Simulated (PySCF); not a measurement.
# From computed data to an observable: dipole moment from atomic charges

Si(F)(H)2(SH) (FH3SSi), SMILES F[SiH2]S. Atoms are numbered in the order given.

```xyz
6

Si    -0.6090    -0.4741    -0.0059
F     -1.5688     0.7737     0.2998
S      1.4242     0.1153    -0.2204
H     -0.7718    -1.4115     1.1192
H     -1.0026    -1.0486    -1.3036
H      1.6330     0.2895     1.0965
```
Charge 0, spin multiplicity 1.

Coordinates come from a B3LYP-D3(BJ)/def2-TZVP optimisation. The values are those of a single conformer.

Charges (e) from ωB97X/def2-TZVPD run with PySCF:

```tsv
atom	ESP fit	IAO
Si1	0.345	1.059
F2	-0.220	-0.547
S3	-0.277	-0.314
H4	-0.050	-0.154
H5	0.007	-0.148
H6	0.195	0.105
```

The dipole moment of the full density is 1.26 D.

What dipole moment does each set of point charges give, and which comes closer to that of the density?


μ = Σ q r, and 1 e Å = 4.8032 D.
ESP fit: Σ q r = (0.091, -0.246, 0.142) e Å, |μ| = 1.43 D.
IAO: Σ q r = (0.205, -0.559, 0.035) e Å, |μ| = 2.86 D.
ESP fit comes closer in size. Point charges leave out the atoms' own dipoles (lone pairs, polarised bonds); fits to the potential absorb them, partitions of the density don't.
